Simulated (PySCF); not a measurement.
# Spin-rotation constants: `CCO/C=C\CF`, C₅H₉FO

Geometry:
```csv
atom,x (Å),y (Å),z (Å)
C1,-2.440,-1.043,-0.053
C2,-1.585,-0.001,-0.755
O3,-0.289,-0.031,-0.185
C4,0.568,0.932,-0.603
C5,1.846,0.963,-0.244
C6,2.484,-0.069,0.626
F7,3.716,-0.434,0.122
H8,-2.002,-2.030,-0.179
H9,-3.442,-1.042,-0.471
H10,-2.495,-0.822,1.009
H11,-1.523,-0.220,-1.830
H12,-2.023,0.999,-0.631
H13,0.148,1.705,-1.238
H14,2.481,1.761,-0.589
H15,1.872,-0.974,0.679
H16,2.676,0.314,1.637
```

Level of theory: GIAO mPW1PW91/6-311G** magnetisability, rotational g tensor and spin-rotation constants, non-relativistic, gas phase (PySCF 2.14.0). Geometry: GFN2-xTB.

**Question.** Give the nuclear spin-rotation constants along the inertial axes (H = +C I·J) beside the isotropic shieldings.

**Answer.** Rotational constants 7.3141, 1.0111, 0.9250 GHz. A star marks the isotopologue with that one atom substituted, in its own axes.
```
atom  isotope  Caa (kHz)  Cbb (kHz)  Ccc (kHz)  mean (kHz)  σ (ppm)
  F7      19F      2.739      0.111      0.350       1.067    422.8
  H8       1H     -0.731     -0.020     -0.072      -0.275     30.6
  H9       1H      0.095     -0.111     -0.104      -0.040     31.1
 H10       1H     -0.820     -0.105      0.015      -0.303     30.7
 H11       1H     -0.771     -0.098      0.044      -0.275     28.1
 H12       1H     -0.637     -0.009     -0.057      -0.234     28.2
 H13       1H     -0.540      0.066     -0.102      -0.192     25.8
 H14       1H     -0.239      0.021     -0.115      -0.111     27.1
 H15       1H     -0.340      0.018     -0.083      -0.135     26.4
 H16       1H     -0.638     -0.092      0.044      -0.229     27.0
  C1     13C*      0.942      0.131      0.136       0.403    172.4
  C2     13C*      1.179      0.233      0.234       0.548    119.6
  O3     17O*     -1.587     -0.130     -0.090      -0.603    217.0
  C4     13C*      2.279      0.476      0.216       0.991     38.7
  C5     13C*      2.051      0.397      0.145       0.864     80.7
  C6     13C*      1.502      0.268      0.201       0.657    110.3
```
For the geometry as given, no vibrational averaging.
